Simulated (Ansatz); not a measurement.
Abridged output of a molecular run in Ansatz:

```
Functional definition: HF
1691 factors; integrals over basis functions are off by at most 1.1e-3 eV
mean field evaluation 1: about -12574.5447 eV, gradient 4.0e1 eV
mean field evaluation 2: about -12574.8121 eV, gradient 4.0e1 eV
mean field evaluation 4: about -12579.0523 eV, gradient 4.4e0 eV
mean field evaluation 8: about -12579.1192 eV, gradient 2.3e-1 eV
mean field evaluation 16: about -12579.1195 eV, gradient 2.6e-6 eV
mean field -12579.11951915 eV, -462.2741158954 hartree, gradient 2.6e-6 eV, S^2 0.000000; 0 other end points of the search recorded, 0 dependent functions left out
9 core orbitals not correlated: weight in the atoms' cores, before any rotation towards them, 1.000 or more for the frozen orbitals, at most 0.000 for the correlated occupied ones
reference -12579.11951915 eV, -462.2741158954 hartree; 15, 15 occupied and 268, 268 virtual orbitals, 1691 factors
second order -22.88518575 eV of doubles, -0.00000000 eV of singles
cycle   1  -23.67464899 eV  change   -7.9e-1 eV  update   9.9e-2
cycle   2  -24.28647026 eV  change   -6.1e-1 eV  update   3.0e-2
cycle   3  -24.38823073 eV  change   -1.0e-1 eV  update   1.4e-2
cycle   4  -24.38263118 eV  change    5.6e-3 eV  update   3.8e-3
cycle   5  -24.38280077 eV  change   -1.7e-4 eV  update   1.8e-3
cycle   6  -24.38321547 eV  change   -4.1e-4 eV  update   4.9e-4
cycle   7  -24.38304813 eV  change    1.7e-4 eV  update   2.3e-4
cycle   8  -24.38302209 eV  change    2.6e-5 eV  update   8.4e-5
cycle   9  -24.38303888 eV  change   -1.7e-5 eV  update   3.5e-5
perturbative correction -1.01002136 eV, -0.0371176005 hartree
Total energy: -12604.51257940 eV, -463.2072936474 hartree
```

Its atoms:

```xyz
14

C     1.630    1.692   -0.952
C     0.945    1.073    0.006
Si   -0.808    0.483   -0.211
C    -0.911   -1.398   -0.036
N    -0.462   -1.919    1.259
H     1.189    1.902   -1.923
H     2.656    2.022   -0.813
H     1.449    0.906    0.958
H    -1.667    1.077    0.857
H    -1.291    0.950   -1.543
H    -1.941   -1.727   -0.207
H    -0.320   -1.874   -0.825
H     0.514   -1.698    1.414
H    -0.982   -1.490    2.016
```

Problem. Which basis set was used?
A. def2-SVPD
B. def2-QZVPP
C. def2-TZVPP
D. cc-pV(Q+d)Z

Solution. C. It gives 292 functions.

Problem. Write the keys of the input that set method, charge and spin (a neutral closed shell needs none for the last two).

Solution. 
```yaml
correlation: {method: ccsd_t}
```
